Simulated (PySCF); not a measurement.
# C₆ coefficients of unlike pairs at UHF

Calculated with PySCF 2.14 from the dipole response of each species, C₆(A,B) = (3/π) ∫ α_A(iu) α_B(iu) du, in atomic units, from isotropic polarisabilities. For ions this is the dispersion term alone; charge-induced terms of lower order in 1/R come first.

```
species       configuration                                      basis      relativity  α (bohr³)  C₆ (like pair)
   Pt³⁺  [Xe] 4f14 5d7 (4F)  aug-cc-pVTZ-PP with ECP60MDF (6s6p5d3f2g)  core potential      6.017           33.75
   Ar³⁺   [Ne] 3s2 3p3 (4S)                  aug-cc-pVTZ-DK (6s5p3d2f)   spin-free X2C      3.648           9.941
   Ge²⁺  [Ar] 3d10 4s2 (1S)                  def2-QZVPPD (12s7p5d4f1g)            none      12.72           52.01
    O³⁺   [He] 2s2 2p1 (2P)                  aug-cc-pVTZ-DK (5s4p3d2f)   spin-free X2C      1.408           1.318
```

**Question.** Estimate C₆ for Ge²⁺ with Ar³⁺.

**Answer.** The integral gives 21.26. The combination rule 2 C_A C_B / (C_A α_B/α_A + C_B α_A/α_B) gives 20.86 and the geometric mean 22.74.

No spin-orbit coupling is included.

The other pairs:

| pair | C₆ |
| --- | --- |
| O³⁺, Ar³⁺ | 3.610 |
| O³⁺, Pt³⁺ | 6.609 |
| Ge²⁺, Pt³⁺ | 37.58 |
| O³⁺, Ge²⁺ | 7.832 |
| Ar³⁺, Pt³⁺ | 18.14 |
